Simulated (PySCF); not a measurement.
CH4FNOSi2. Atoms are numbered in the order given.

```xyz
10

F     -0.5430     2.1897    -0.5244
Si    -0.4752     0.9111     0.4782
N     -1.4574    -0.4011    -0.1238
C     -0.8378    -1.4587    -0.4779
O      0.4950    -1.6854    -0.4099
Si     1.4629    -0.3917     0.2450
H     -0.9148     1.3824     1.8142
H     -1.3583    -2.3368    -0.8970
H      2.1154    -0.9292     1.4712
H      2.4864    -0.0531    -0.7807
```

Geometry optimised at r2SCAN-D4/def2-SVP. The structure was generated by enumeration; whether it is a known compound was not checked.

Level of theory: PBE/pcSseg-1 (PySCF).

GIAO shieldings, no solvent; atoms listed in one row are averaged. δ = σ(ref) − σ: ¹⁹F against CFCl3 (σ = 133.6 ppm); ²⁹Si against TMS (σ = 335.4 ppm); ¹⁵N against NH3 (σ = 267.0 ppm); ¹³C against TMS (σ = 182.0 ppm); ¹⁷O against H2O (σ = 334.3 ppm); ¹H against TMS (σ = 31.49 ppm), references at their B3LYP-D3(BJ)/def2-TZVP geometries, non-relativistic.

Computed chemical shifts:
```tsv
nucleus	atoms	count	δ (ppm)
¹⁹F	F1	1	-217.1
²⁹Si	Si2	1	16.3
²⁹Si	Si6	1	-41.1
¹⁵N	N3	1	267.7
¹³C	C4	1	170.3
¹⁷O	O5	1	224.5
¹H	H8	1	7.87
¹H	H7	1	6.25
¹H	H10	1	5.07
¹H	H9	1	4.77
```
